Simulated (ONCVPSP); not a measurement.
# LDA (Perdew-Zunger) ONCV dataset for Cu (Z = 29), scalar-relativistic all-electron reference.

The input file (ONCVPSP 4.0.1):

```
# ATOM AND REFERENCE CONFIGURATION
# atsym  z   nc   nv     iexc    psfile
  Cu 29.00    5    3        3      upf
#
#   n    l    f
    1    0    2.00
    2    0    2.00
    2    1    6.00
    3    0    2.00
    3    1    6.00
    3    2   10.00
    4    0    0.50
    4    1    0.50
#
# PSEUDOPOTENTIAL AND OPTIMIZATION
# lmax
    2
#
#   l,   rc,      ep,       ncon, nbas, qcut
    0    1.90    0.00    4    8    3.90
    1    3.00    0.00    5   10    2.80
    2    1.50    0.00    3    8   10.40
#
# LOCAL POTENTIAL
# lloc, lpopt,  rc(5),   dvloc0
    4    5    1.10    2.00
#
# VANDERBILT-KLEINMAN-BYLANDER PROJECTORs
# l, nproj, debl
    0    2    3.20
    1    2    0.70
    2    2    3.50
#
# MODEL CORE CHARGE
# icmod, fcfact, rcfact
    0    0.00    0.00
#
# LOG DERIVATIVE ANALYSIS
# epsh1, epsh2, depsh
   -2.00    5.00    0.02
#
# OUTPUT GRID
# rlmax, drl
    6.00    0.01
#
# TEST CONFIGURATIONS
# ncnf
    4
# nvcnf
#   n    l    f
    3
    3    2   10.00
    4    0    1.00
    4    1    0.00
#
    3
    3    2   10.00
    4    0    0.00
    4    1    0.00
#
    3
    3    2    9.00
    4    0    0.00
    4    1    0.00
#
    3
    3    2   10.00
    4    0    0.50
    4    1    0.00
#
```

Command:

```bash
oncvpsp.x < Cu.dat > Cu.out
```

Resulting log (shortened: citation, most of the input echo, consistency checks and plot data are left out):

```
ONCVPSP  (Optimized Norm-Conservinng Vanderbilt PSeudopotential)
scalar-relativistic version 4.0.1

#   n    l    f        energy (Ha)
    1    0    2.00    -3.2466200E+02
    2    0    2.00    -3.9007643E+01
    2    1    6.00    -3.3717204E+01
    3    0    2.00    -4.2362387E+00
    3    1    6.00    -2.6886809E+00
    3    2   10.00    -2.3670420E-01
    4    0    0.50    -2.0816753E-01
    4    1    0.50    -5.1771884E-02

Reference configufation results
  iterations    36
  all-electron total energy (Ha)   -1.65218294D+03

Begin loop to  construct optimized pseudo wave functions
and semi-local pseudopoentials for all angular momenta

   Wellstate for l =  0  n =  6
     eigenvalue =   2.9918
     asymptotic potential =   3.4918
     half-point radius =  3.4290

Calculating optimized projector #   1

 for l=   0

    Fraction of norm inside rc  0.209989
    Optimizing pswf for qcut=   3.90 a_B^-1,  ecut=   7.60 Ha
    Residual kinetic energy error=  7.21D-05 Ha

    Energy error per electron        Cutoff
         Ha          eV             Ha
         0.01000     0.27211        3.48
         0.00100     0.02721        5.62
         0.00010     0.00272        7.42
         0.00001     0.00027       15.06

Calculating optimized projector #   2

 for l=   0

    Fraction of norm inside rc  0.120200
    Optimizing pswf for qcut=   3.90 a_B^-1,  ecut=   7.60 Ha
    Residual kinetic energy error=  5.87D-03 Ha

    Energy error per electron        Cutoff
         Ha          eV             Ha
         0.01000     0.27211        7.24
         0.00100     0.02721       12.18
         0.00010     0.00272       58.15
         0.00001     0.00027       69.51

   Wellstate for l =  1  n =  5
     eigenvalue =   0.6482
     asymptotic potential =   1.1482
     half-point radius =  4.9456

Calculating optimized projector #   1

 for l=   1

    Fraction of norm inside rc  0.240663
    Optimizing pswf for qcut=   2.81 a_B^-1,  ecut=   3.94 Ha
    Residual kinetic energy error=  4.14D-05 Ha

    Energy error per electron        Cutoff
         Ha          eV             Ha
         0.01000     0.27211        0.71
         0.00100     0.02721        1.35
         0.00010     0.00272        2.21
         0.00001     0.00027       15.02

Calculating optimized projector #   2

 for l=   1

    Fraction of norm inside rc  0.326193
    Optimizing pswf for qcut=   2.81 a_B^-1,  ecut=   3.94 Ha
    Residual kinetic energy error=  3.38D-04 Ha

    Energy error per electron        Cutoff
         Ha          eV             Ha
         0.01000     0.27211        1.77
         0.00100     0.02721        3.37
         0.00010     0.00272        5.78
         0.00001     0.00027       17.69

   Wellstate for l =  2  n =  5
     eigenvalue =   3.2633
     asymptotic potential =   3.7633
     half-point radius =  2.7542

Calculating optimized projector #   1

 for l=   2

    Fraction of norm inside rc  0.819562
    Optimizing pswf for qcut=  10.40 a_B^-1,  ecut=  54.08 Ha
    Residual kinetic energy error=  7.22D-06 Ha

    Energy error per electron        Cutoff
         Ha          eV             Ha
         0.01000     0.27211       36.49
         0.00100     0.02721       42.67
         0.00010     0.00272       47.70
         0.00001     0.00027       53.97

Calculating optimized projector #   2

 for l=   2

    Fraction of norm inside rc  0.170538
    Optimizing pswf for qcut=  10.40 a_B^-1,  ecut=  54.08 Ha
    Residual kinetic energy error=  3.38D-05 Ha

    Energy error per electron        Cutoff
         Ha          eV             Ha
         0.01000     0.27211       39.18
         0.00100     0.02721       46.06
         0.00010     0.00272       51.68
         0.00001     0.00027      103.61

Construct Vanderbilt / Kleinmman-Bylander projectors

B matrix Hermiticity error, ll=   0
   1   2   -1.4255E-04

  Orthonormal projector coefficients  7.1659E+00  7.0012E-01

B matrix Hermiticity error, ll=   1
   1   2    1.6492E-05

  Orthonormal projector coefficients  3.0020E+00  2.8644E-01

B matrix Hermiticity error, ll=   2
   1   2   -3.5279E-04

  Orthonormal projector coefficients -9.2297E+00 -2.8939E+00

Pseudoatom total energy  -46.337263

Diagnostic tests using Vanderbilt-Kleinman-Bylander pseudopotentials
  1 or more projectors used as specified by nproj input data

   l    rcore       rmatch      e in        delta e   norm test  slope test

   0   1.9021843   1.9599387  -0.2081675  -0.0000004   1.0000106   1.0000047
   0   1.9021843   1.9599387   2.9918325   0.0000102   1.0001341   1.0001341

   1   3.0150679   3.1066119  -0.0517719   0.0000000   1.0000062   1.0000019
   1   3.0150679   3.1066119   0.6482281   0.0000001   1.0000766   1.0000766

   2   1.5063689   1.5521055  -0.2367042  -0.0000200   1.0000897   1.0000694
   2   1.5063689   1.5521055   3.2632958  -0.0001383   1.0001487   1.0001487

 Testing for bound ghosts
   n   l    E NL Schr. Eq   E Basis Diag.   E Cutoff

   1   0       -0.208168       -0.191427     71.86

   2   1       -0.051772       -0.043161     54.80

   3   2       -0.236724       -0.234344    151.94

 Testing for highly-localized positive-energy ghosts
       l    <radius>/rc     E Basis Diag.   E Cutoff

       0        0.268744        1.620503     71.86  WARNING - GHOST(+)

       1        0.924622        2.925717     54.80  WARNING - GHOST(+)

Test configuration 0

   n   l     f        eae           eps        diff
   1   0  2.0000 -324.66199817
   2   0  2.0000  -39.00764329
   2   1  6.0000  -33.71720379
   3   0  2.0000   -4.23623869
   3   1  6.0000   -2.68868085
   3   2 10.0000   -0.23670420   -0.23672425   -2.00D-05
   4   0  0.5000   -0.20816753   -0.20816794   -4.17D-07
   4   1  0.5000   -0.05177188   -0.05177186    2.66D-08

    Total energies and differences
      AE_ref= -1.65218294D+03  AE_tst= -1.65218294D+03  dif=  0.00D+00
      PS_ref= -4.63372630D+01  PS_tst= -4.63372630D+01  dif= -4.54D-10
      PSP excitation error=  4.54D-10

Test configuration 1

   n   l     f        eae           eps        diff
   1   0  2.0000 -324.62086911
   2   0  2.0000  -38.96923976
   2   1  6.0000  -33.67858953
   3   0  2.0000   -4.19497476
   3   1  6.0000   -2.64714112
   3   2 10.0000   -0.19568364   -0.19601534   -3.32D-04
   4   0  1.0000   -0.17878774   -0.17879652   -8.78D-06

    Total energies and differences
      AE_ref= -1.65218294D+03  AE_tst= -1.65225929D+03  dif= -7.63D-02
      PS_ref= -4.63372630D+01  PS_tst= -4.64136107D+01  dif= -7.63D-02
      PSP excitation error=  1.07D-06

Test configuration 2

   n   l     f        eae           eps        diff
   1   0  2.0000 -324.94037926
   2   0  2.0000  -39.27899553
   2   1  6.0000  -33.98922222
   3   0  2.0000   -4.51414786
   3   1  6.0000   -2.96740746
   3   2 10.0000   -0.51473664   -0.51408126    6.55D-04

    Total energies and differences
      AE_ref= -1.65218294D+03  AE_tst= -1.65194928D+03  dif=  2.34D-01
      PS_ref= -4.63372630D+01  PS_tst= -4.61035486D+01  dif=  2.34D-01
      PSP excitation error= -4.58D-05

Test configuration 3

psatom: WARNING lschvkbb convergence error n,l,iter=   2   1   4
ea(ii),et,emin,emax -5.635550E-02 -6.199105E-02 -6.199105E-02 -6.199105E-02
run_config: WARNING for fully non-local PS atom, stg. 1
 WARNING no output for configuration 4

Test configuration 4

   n   l     f        eae           eps        diff
   1   0  2.0000 -324.77275014
   2   0  2.0000  -39.11686489
   2   1  6.0000  -33.82660046
   3   0  2.0000   -4.34685114
   3   1  6.0000   -2.79953955
   3   2 10.0000   -0.34781985   -0.34777887    4.10D-05
   4   0  0.5000   -0.30856595   -0.30864165   -7.57D-05

    Total energies and differences
      AE_ref= -1.65218294D+03  AE_tst= -1.65213788D+03  dif=  4.51D-02
      PS_ref= -4.63372630D+01  PS_tst= -4.62922161D+01  dif=  4.50D-02
      PSP excitation error=  1.33D-05
```

The run took about 3.4 s on one core of a shared server CPU.
